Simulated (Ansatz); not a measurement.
Ansatz (a first-principles code) input:

Ansatz 0.2 input:
```yaml
crystal:
  periodic: [false, false, false]
  atoms:
    - {symbol: C, position_ang: [-0.43645437, 0.17143429, 0.12164125]}
    - {symbol: N, position_ang: [0.67544959, -0.26530887, -0.18824998]}
    - {symbol: H, position_ang: [-1.41011651, -0.44169056, 0.22509177]}
    - {symbol: H, position_ang: [-0.69930434, 1.27024694, 0.36281065]}
basis:
  gaussian:
    orbitals: cc-pVDZ
total_charge: -1
magnetization: {spin_polarized: false}
correlation: {method: ccsdt_q, electrons: outside_noble_gas}
```

### Question
What final total energy does it print?

### Answer
-93.71217 Eh (CCSDT(Q)/cc-pVDZ). The basis has 38 functions.

It need not be the lowest isomer of its formula. Whether it binds its extra electron was not tested at this geometry.
